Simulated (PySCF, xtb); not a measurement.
AlH2Br, SMILES [AlH2][Br].

Harmonic wavenumbers (cm⁻¹) from GFN2-xTB in xtb at its own minimum, in rising order: 371, 470, 594, 793, 1849, 1851.

Q: What does B3LYP-D3(BJ)/def2-TZVP run with PySCF give at its own minimum? (An estimate is asked for; the answer gives what the named calculation found.)

A: 406, 492, 592, 782, 1965, 1984. Paired by order, the mean absolute difference is 53 cm⁻¹ and the zero-point energies are 8.5 and 8.9 kcal/mol.
